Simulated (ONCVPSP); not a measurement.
# Plane-wave convergence, ONCV potential for boron

ONCVPSP 4.0.1 input, shortened (lines: element, Z, core and valence counts, functional; n l f; lmax; l rc ep ncon nbas qcut; lloc lpopt rc5 dvloc0; l nproj debl; icmod fcfact rcfact), PBE, scalar-relativistic:

```
  B 5.00    1    2        4      upf
    1    0    2.00
    2    0    2.00
    2    1    0.50
    1
    0    1.30    0.00    4    8    6.30
    1    3.25    0.00    3    8    4.50
    4    4    1.10    0.00
    0    2    2.70
    1    2    1.90
    3    3.00    1.15
```

Question: For each optimised wave give the share of its norm inside rc, the residual kinetic energy above qcut (Ha) and the cutoffs (Ha) for errors of 10, 1, 0.1 and 0.01 mHa per electron.

Answer:

| wave | norm inside rc | residual KE | 10 mHa | 1 mHa | 0.1 mHa | 0.01 mHa |
| --- | --- | --- | --- | --- | --- | --- |
| 2s | 0.254 | 1.8e-05 | 8.0 | 13.0 | 17.0 | 21.9 |
| s projector 2 | 0.093 | 1.7e-04 | 10.1 | 14.8 | 45.2 | 133.1 |
| 2p | 0.881 | 5.5e-08 | 4.3 | 5.9 | 7.2 | 8.2 |
| p projector 2 | 0.241 | 1.0e-05 | 6.6 | 8.2 | 9.1 | 10.3 |

The occupied waves need 13 Ha and 17 Ha for 1 and 0.1 mHa.
